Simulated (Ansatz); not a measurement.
AlFH₄O₄Si (`O[Si](O)(O)[O][AlH][F]`) at its PBE0-D4/def2-TZVP geometry, where that method's forces vanish. The species carries charge 0 and has multiplicity 1.

```json
{"atom": "O1", "x (Å)": "-1.288", "y (Å)": "1.084", "z (Å)": "-0.879"}
{"atom": "Si2", "x (Å)": "0.223", "y (Å)": "0.501", "z (Å)": "-0.635"}
{"atom": "O3", "x (Å)": "0.641", "y (Å)": "-0.599", "z (Å)": "-1.762"}
{"atom": "O4", "x (Å)": "1.378", "y (Å)": "1.639", "z (Å)": "-0.780"}
{"atom": "O5", "x (Å)": "0.182", "y (Å)": "-0.105", "z (Å)": "0.864"}
{"atom": "Al6", "x (Å)": "-0.247", "y (Å)": "-1.283", "z (Å)": "1.973"}
{"atom": "F7", "x (Å)": "-0.913", "y (Å)": "-2.681", "z (Å)": "1.414"}
{"atom": "H8", "x (Å)": "-1.433", "y (Å)": "1.569", "z (Å)": "-1.693"}
{"atom": "H9", "x (Å)": "-0.001", "y (Å)": "-1.282", "z (Å)": "-1.958"}
{"atom": "H10", "x (Å)": "1.477", "y (Å)": "2.250", "z (Å)": "-0.050"}
{"atom": "H11", "x (Å)": "-0.020", "y (Å)": "-1.095", "z (Å)": "3.507"}
```

(1) For each bond, give half the difference of the two atoms' forces along it (eV/Å; positive pushes the atoms apart) under PBE-D4, r2SCAN-D4, B3LYP-D4, ωB97M-V in def2-TZVPP. (Estimate.)

Answers

(1) Ansatz gave: 
```tsv
bond	length (Å)	PBE-D4	r2SCAN-D4	B3LYP-D4	ωB97M-V
O1–Si2	1.638	0.15	0.02	0.08	0.06
O1–H8	0.958	0.32	0.01	-0.03	-0.07
Si2–O3	1.630	0.19	0.04	0.07	0.07
Si2–O4	1.628	0.20	0.04	0.06	0.06
Si2–O5	1.617	0.16	0.02	0.04	0.00
O3–H9	0.958	0.32	0.01	-0.03	-0.06
O4–H10	0.957	0.31	0.01	-0.03	-0.06
O5–Al6	1.674	0.01	0.01	0.03	0.06
Al6–F7	1.646	0.36	0.04	0.15	0.14
Al6–H11	1.562	-0.11	-0.05	-0.18	-0.24
```

B3LYP here is the variant with VWN-RPA as its local correlation; programs differ in this.
